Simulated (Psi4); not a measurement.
C6H4Cl (SMILES Clc1cc[c]cc1), doublet, geometry from GFN2-xTB; CCSD(T)/STO-3G in Psi4.

Psi4 was given this input:
```
memory 2 GB

molecule {
0 2
Cl   -1.23158168    1.78779842    0.11037424
C    -0.24903294    0.36150318    0.02231831
C    -0.86478632   -0.87848864   -0.02994881
C    -0.07467049   -2.02421734   -0.10069720
C     1.27785936   -1.85497640   -0.11452164
C     1.91899080   -0.65304962   -0.06459062
C     1.13002066    0.49346705    0.00617853
H    -1.94095717   -0.95740572   -0.01614208
H    -0.53509881   -2.99895891   -0.14217376
H     2.99461806   -0.57134804   -0.07824815
H     1.58803999    1.46971016    0.04777049
}

set {
  basis sto-3g
  reference uhf
  puream true
}

energy('ccsd(t)')
print_variables()
```

Output, abridged:

```
   => Loading Basis Set <=

    Name: STO-3G
    Role: ORBITAL
    Keyword: BASIS

         ---------------------------------------------------------
                                   SCF
               by Justin Turney, Rob Parrish, Andy Simmonett
                          and Daniel G. A. Smith
                              UHF Reference
         ---------------------------------------------------------

  ==> Geometry <==

    Molecular point group: c1
    Full point group: C1

    Geometry (in Angstrom), charge = 0, multiplicity = 2:

       Center              X                  Y                   Z               Mass
    ------------   -----------------  -----------------  -----------------  -----------------
         CL          -1.202002088337     1.744859858789     0.107723319656    34.968852682000
         C           -0.219453348337     0.318564618789     0.019667389656    12.000000000000
         C           -0.835206728337    -0.921427201211    -0.032599730344    12.000000000000
         C           -0.045090898337    -2.067155901211    -0.103348120344    12.000000000000
         C            1.307438951663    -1.897914961211    -0.117172560344    12.000000000000
         C            1.948570391663    -0.695988181211    -0.067241540344    12.000000000000
         C            1.159600251663     0.450528488789     0.003527609656    12.000000000000
         H           -1.911377578337    -1.000344281211    -0.018793000344     1.007825032230
         H           -0.505519218337    -3.041897471211    -0.144824680344     1.007825032230
         H            3.024197651663    -0.614286601211    -0.080899070344     1.007825032230
         H            1.617619581663     1.426771598789     0.045119569656     1.007825032230

  Running in c1 symmetry.

  Rotational constants: A =      0.18982  B =      0.05566  C =      0.04304 [cm^-1]
  Rotational constants: A =   5690.58835  B =   1668.57512  C =   1290.25183 [MHz]
  Nuclear repulsion =  307.085750480550246

  Charge       = 0
  Multiplicity = 2
  Electrons    = 57
  Nalpha       = 29
  Nbeta        = 28

  ==> Algorithm <==

  SCF Algorithm Type is PK.
  DIIS enabled.
  MOM disabled.
  Fractional occupation disabled.
  Guess Type is SAD.
  Energy threshold   = 1.00e-08
  Density threshold  = 1.00e-08
  Integral threshold = 1.00e-12

  ==> Primary Basis <==

  Basis Set: STO-3G
    Blend: STO-3G
    Number of shells: 27
    Number of basis functions: 43
    Number of Cartesian functions: 43
    Spherical Harmonics?: true
    Max angular momentum: 1

  ==> Integral Setup <==

  Using in-core PK algorithm.
   Calculation information:
      Number of atoms:                  11
      Number of AO shells:              27
      Number of primitives:             81
      Number of atomic orbitals:        43
      Number of basis functions:        43

      Integral cutoff                 1.00e-12
      Number of threads:                 1

  Performing in-core PK
  Using 895862 doubles for integral storage.
  We computed 61723 shell quartets total.
  Whereas there are 71631 unique shell quartets.

  ==> DiskJK: Disk-Based J/K Matrices <==

    J tasked:                  Yes
    K tasked:                  Yes
    wK tasked:                  No
    Schwarz Cutoff:          1E-12

  Minimum eigenvalue in the overlap matrix is 1.6510553923E-01.
  Reciprocal condition number of the overlap matrix is 6.4666771061E-02.
    Using symmetric orthogonalization.

  ==> Pre-Iterations <==

  SCF Guess: Superposition of Atomic Densities via on-the-fly atomic UHF (no occupation information).

   -------------------------
    Irrep   Nso     Nmo
   -------------------------
     A         43      43
   -------------------------
    Total      43      43
   -------------------------

  ==> Iterations <==

                        Total Energy        Delta E     RMS |[F,P]|

   @UHF iter SAD:  -677.34654511708948   -6.77347e+02   0.00000e+00
[...]
  @UHF Final Energy:  -681.23585836463701
    Total Energy =                       -681.2358583646370107
[...]
             21   4        -0.0298951705
             22   1         0.0238757552
             21   2        -0.0237305718
             17   1        -0.0216437753
             22   3         0.0166446332
             24   4         0.0142684887
             17   3         0.0139640055
             24   2        -0.0105646564

    Largest TIJAB Amplitudes:
     28  27   1   0         0.0604017641
     27  24   1   0         0.0259091086
     27  21   3   1        -0.0183374939
     27  26   9   1        -0.0154113960
     28  21   3   0         0.0139979200
     28  23  11   0        -0.0120752070
     24  22   2   0        -0.0119458618
     27  20  10   1        -0.0119397409
     27  19   9   3        -0.0119369341
     27  19   8   0         0.0119294672

    Largest Tijab Amplitudes:
     27  26   2   0        -0.0624836140
     26  21   4   0        -0.0170700587
     26  24   2   0        -0.0150667534
     27  21   4   2         0.0148544612
     24  22   3   2        -0.0122601995
     27  23  12   2        -0.0122590491
     26  20  11   0        -0.0119940470
     26  22  10   0         0.0118359629
     27  19   9   0        -0.0115229842
     26  19   9   2         0.0111291751

    Largest TIjAb Amplitudes:
     27  26   1   0        -0.1517178951
     28  27   0   2        -0.1219678482
     27  27   0   0         0.0973032836
     28  26   1   2         0.0832888065
     26  27   0   1         0.0651301223
     22  22   2   3        -0.0638964523
     27  21   3   0        -0.0604689554
     21  27   0   4         0.0566037839
     21  26   1   4        -0.0561342082
     28  21   3   2         0.0528597040

    SCF energy       (wfn)                    = -681.235858364637011
    Reference energy (file100)                = -681.235858364634510

    Opposite-spin MP2 correlation energy      =   -0.262106998623852
    Same-spin MP2 correlation energy          =   -0.071593048310283
    Singles MP2 correlation energy            =   -0.000000000000000
    MP2 correlation energy                    =   -0.333700046934135
      * MP2 total energy                      = -681.569558411568664

    Opposite-spin CCSD correlation energy     =   -0.345450965136136
    Same-spin CCSD correlation energy         =   -0.064079167683414
    Singles CCSD correlation energy           =   -0.000000000000000
    CCSD correlation energy                   =   -0.409530132819550
      * CCSD total energy                     = -681.645388497454064

            **************************
            *                        *
            *        CCTRIPLES       *
            *                        *
            **************************

    Wave function   =    CCSD_T
    Reference wfn   =      UHF

    Nuclear Rep. energy (wfn)                =  307.085750480550246
    SCF energy          (wfn)                = -681.235858364637011
    Reference energy    (file100)            = -681.235858364634510
    CCSD energy         (file100)            =   -0.409530132819550
    Total CCSD energy   (file100)            = -681.645388497454064

    Number of ijk index combinations:
    Spin Case AAA:                                3654
    Spin Case BBB:                                3276
    Spin Case AAB:                               11368
    Spin Case ABB:                               10962
    AAA (T) energy                             =   -0.000254248010936
    BBB (T) energy                             =   -0.000250026155459
    AAB (T) energy                             =   -0.004776768924333
    ABB (T) energy                             =   -0.004721917833134
    (T) energy                                   =   -0.010002960923862
      * CCSD(T) total energy                     = -681.655391458377949

  Variable Map:
  ----------------------------------------------------------------------------
[...]
  Array Variable Map:
  ----------------------------------------------------------------------------
[...]
[...]
```
